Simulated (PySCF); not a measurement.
The same groups moved round the core (benzothiophene methyl+silyl). Isolated molecules, 0 K electronic values unless said otherwise. Strings in code marks are SMILES.

Quantity: electronic energy of isomers of C9H10SSi relative to `Cc1c([SiH3])sc2ccccc12`, in kJ/mol.

Level 1: B3LYP-D3(BJ)/def2-TZVP // B3LYP-D3(BJ)/def2-SVP (PySCF)
Level 2: PBE-D3(BJ)/def2-TZVP // B3LYP-D3(BJ)/def2-SVP (PySCF)
Level 3: B3LYP/6-31G* // B3LYP-D3(BJ)/def2-SVP (PySCF)
Level 4: HF/STO-3G // B3LYP-D3(BJ)/def2-SVP (PySCF)

```csv
species,level 2,level 3,level 4
`Cc1c([SiH3])ccc2sccc12`,17.22,18.89,19.07
`Cc1cc([SiH3])cc2sccc12`,12.46,10.27,9.84
`Cc1cc2cccc([SiH3])c2s1`,7.74,5.82,3.52
```

Question: What does level 1 give for each, and how far do the other levels lie from it on average?

Answer: 
- `Cc1c([SiH3])ccc2sccc12`: 19.43
- `Cc1cc([SiH3])cc2sccc12`: 14.00
- `Cc1cc2cccc([SiH3])c2s1`: 7.88
Mean absolute difference from level 1, which has limits of its own, over these rows (drawn at random from the members that have all these levels): level 2 1.30 kJ/mol, level 3 2.11 kJ/mol, level 4 2.96 kJ/mol.
